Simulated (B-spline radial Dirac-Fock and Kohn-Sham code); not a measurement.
Xe¹²⁺: eigenvalues, ΔSCF and the reference

System: xenon as Xe¹²⁺, 1s2 2s2 2p6 3s2 3p6 3d10 4s2 4p6 4d6.

The density-functional columns are spherical, spin-unpolarised Dirac-Kohn-Sham results without Breit or QED terms: −ε is minus the orbital energy of the initial state and ΔSCF the difference of two total energies. The reference in the last column comes from ΔSCF Dirac-Fock with Breit, self-energy and vacuum polarisation, finite nucleus, configuration average. All numbers are from a B-spline atomic structure program, in eV; a selection of levels is shown. The Kohn-Sham columns are given as differences from the reference. For the 1s level of heavy atoms much of the gap between ΔSCF and the reference is the Breit and QED part, -123.5 eV here; for other levels the error of the functional can be larger.

```
level  LDA −ε − DF  LDA ΔSCF − DF  Dirac-Fock
   1s       -265.8         +112.8     34815.1
   2s       -128.6          -53.6      5708.9
2p1/2        -97.6           -6.0      5358.1
2p3/2       -101.3          -15.5      5037.5
   3s        -66.9          -37.1      1393.8
3p1/2        -54.4          -23.7      1248.3
3p3/2        -53.8          -24.0      1185.7
3d3/2        -34.8           -2.2       932.1
3d5/2        -35.3           -2.9       919.4
   4s        -27.2          -11.8       443.5
4p1/2        -19.6           -4.6       387.3
4p3/2        -19.6           -5.0       373.6
   4d        -12.3           +1.6       284.2
```

Values without a named source are computed, but for edge energies of neutral atoms, which are taken from tables.
